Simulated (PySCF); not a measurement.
**Structure elucidation problem**

The spectra below were simulated for a compound C$_{4}$H$_{9}$PSi$_{2}$.

$^{1}$H NMR (500 MHz, computed): δ 6.12 (m, 1H), 6.12 (m, 1H), 5.92 (m, 1H), 4.78 (m, 1H), 3.54 (m, 3H), 1.52 (m, 2H).

$^{13}$C{$^{1}$H} NMR (computed): δ 138.5 (CH2), 124.7 (CH), 117.9 (C), 100.4 (C).

- shielding tensors at PBE0/pcSseg-1 (GIAO)
- geometry: GFN2-xTB
- run in PySCF
- one conformer, no solvent model, non-relativistic, averaged over atoms made equivalent by symmetry, fast rotation or ring inversion

δ = σ(ref) − σ, references computed at the same level: $^{1}$H (31.72 ppm), $^{13}$C (186.93 ppm) against TMS.

**Question.** What is the structure?

**Answer.** 
- 4 carbon signals for 4 carbons: no two carbons are equivalent.
- Carbon types of the structure: 2 × C, 1 × CH, 1 × CH2, leaving 6 H on heteroatoms.
- δC 138.5: terminal =CH2 carbon; an sp2 carbon of a C=C bond.
- δC 124.7: alkene CH; the olefinic region.
- δC 117.9, 100.4: alkyne carbon.
- δH 6.12, 5.92: hydrogen on a terminal =CH2 carbon; a vinylic proton, deshielded by the sp2 carbon and the C=C anisotropy.
- δH 6.12: hydrogen on an alkene CH; a vinylic proton, deshielded by the sp2 carbon and the C=C anisotropy.
- δH 3.54: hydrogen on a silicon bonded to Si.
- δH 1.52: hydrogen on a phosphorus bonded to Si.

The compound is SMILES C=CC#C[Si@H]([SiH3])P.

The data come from this structure; uniqueness wasn't tested.

Splittings by $^{31}$P in the carbon and heteronuclear signals aren't shown, as no couplings were computed. Shifts are as computed. Against solution values, carbons near 30 ppm lie about +3 ppm off and those near 130 ppm about +5 ppm. Of 1211 compounds with measured shifts, 218 miss one by over three times the rms of a fit or turn the order of signals round; such compounds aren't used in these exercises. Multiplicities follow the n + 1 count of equivalent neighbours, as no J values were calculated; m marks all less simple cases, F and P coupling included.
